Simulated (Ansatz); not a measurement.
Geometry optimisation, RKS r2SCAN/STO-3G in Ansatz.

Input:

```yaml
crystal:
  periodic: [false, false, false]
  atoms:
    - { symbol: Al, position_ang: [0.0, 0.0, 0.0] }
    - { symbol: O, position_ang: [0.0, 0.0, 1.78] }
    - { symbol: Si, position_ang: [-1.3147, -0.4067, 2.7436] }
    - { symbol: H, position_ang: [-2.239, -1.2403, 1.9804] }
    - { symbol: H, position_ang: [-0.8506, -1.1432, 3.9157] }
    - { symbol: H, position_ang: [-1.9987, 0.8095, 3.1733] }
    - { symbol: "N", position_ang: [1.6627, 0.0, -0.96] }
    - { symbol: H, position_ang: [2.1293, -0.9179, -1.2118] }
    - { symbol: H, position_ang: [2.1141, 0.9179, -1.2382] }
    - { symbol: "N", position_ang: [-1.6627, 0.0, -0.96] }
    - { symbol: H, position_ang: [-2.3316, -0.8164, -0.8614] }
    - { symbol: H, position_ang: [-1.9118, 0.8164, -1.5886] }
basis:
  gaussian: { orbitals: STO-3G }
hamiltonian:
  xc: r2scan
relax:
  f_tol: 0.02
  max_steps: 40
output:
  orbitals: {}
```

Command:

```bash
$ ansatz run input.yaml --threads 1 --pin off --max-ram 2048MiB --backend cpu --events-out ev --progress --plain --runs-dir out
```

Where does it end, and by what steps?

The run converged. The force dipped under the threshold on the way, but the program's further checks kept it going. Limits of this set-up: minimal basis. After 22 steps the energy has fallen by 2.054 eV; H11 moved furthest, 1.12 Å.

```
step  energy less start (eV)  largest force component (eV/Å)  accepted
   0                  0.0000                           3.223       yes
   1                 -1.2190                           1.441       yes
   2                 -1.4978                           1.205       yes
   3                 -1.5920                           0.539       yes
   4                 -1.6662                           0.992       yes
   5                 -1.7494                           0.565       yes
   6                 -1.7693                           0.660       yes
   7                 -1.8431                           0.412       yes
   8                 -1.8955                           0.268       yes
   9                 -1.9286                           0.675       yes
  10                 -1.9894                           0.228       yes
  11                 -2.0273                           0.229       yes
  12                 -2.0442                           0.140       yes
  13                 -2.0460                           0.219       yes
  14                 -2.0074                           1.694        no
  15                 -2.0507                           0.237       yes
  16                 -2.0529                           0.221       yes
  17                 -2.0498                           0.507        no
  18                 -2.0539                           0.029       yes
  19                 -2.0540                           0.027       yes
  20                 -2.0536                           0.054        no
  21                 -2.0543                           0.017       yes
  22                 -2.0543                           0.009       yes
```

```xyz
12
Properties=species:S:1:pos:R:3
Al 0.005 -0.081 0.022
O 0.136 -0.531 1.652
Si -1.278 -0.610 2.565
H -2.255 -1.550 2.034
H -0.919 -1.049 3.899
H -1.957 0.673 2.683
N 1.471 0.024 -0.888
H 2.419 -0.117 -0.506
H 1.548 0.331 -1.870
N -1.508 0.278 -0.743
H -2.445 0.160 -0.327
H -1.620 0.491 -1.748
```

Time of the run: 75 s on 1 thread of Intel(R) Xeon(R) Platinum 8488C (Sapphire Rapids), on a shared host, peak memory 0.18 GiB.
